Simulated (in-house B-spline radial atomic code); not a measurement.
The numbers below are computed, except where a source is named.
**Correlation energy from the adiabatic connection: −Z exp(−kr)/r, Z = 8.46, k = 3.5**

Two electrons in a singlet, external potential −Z exp(−kr)/r, Z = 8.46, k = 3.5 (atomic units). Full CI in B-splines (partial waves to l = 8, correlation up to 0.6 % small) with the density held fixed gives W(λ) = <V_ee>_λ − U, and E_c is the integral of W(λ) − W(0) from 0 to 1.

```
   λ  W(λ) − W(0) (hartree)
   0                0.00000
0.02               -0.00193
0.05               -0.00481
0.12               -0.01150
0.25               -0.02381
 0.4               -0.03780
 0.6               -0.05611
 0.8               -0.07406
   1               -0.09165
```

**Question.** Integrate the table by the trapezoid rule.

**Answer.** The strips give -0.00002, -0.00010, -0.00057, -0.00230, -0.00462, -0.00939, -0.01302, -0.01657, which sum to -0.04659 hartree. The direct value, W(1) − W(0) + T_c with T_c = 0.04504, is -0.04661; the curve is convex, so chords lie above it and the trapezoids fall short in size by 0.05 %.

**Question.** Now use only three numbers: W(0) = -4.4209, the initial slope W'(0) = -0.09629 (extrapolated from the first points) and the strong-coupling limit of the point-charge-plus-continuum model, W∞ = -6.316. What do second-order theory and the interpolation W(λ) = W∞ + (W(0) − W∞)/√(1 + 2χλ) of Seidl, Perdew and Levy give?

**Answer.** Second order keeps the slope alone: E_c = W'(0)/2 = -0.04815, +3 % in size against -0.04661. Matching the slope fixes χ = W'(0)/(W∞ − W(0)) = -0.09629/(-1.89510) = 0.05081. Integrating, with s = √(1 + 2χ) = 1.049581, E_c = −(W(0) − W∞)(s − 1)/(s + 1) = −1.89510 × 0.049581/2.049581 = -0.04584 hartree, -1.6 % in size against the full result. At λ = 1 the formula gives W − W(0) = -0.08952 against -0.09165. Part of the miss can come from the model's W∞.
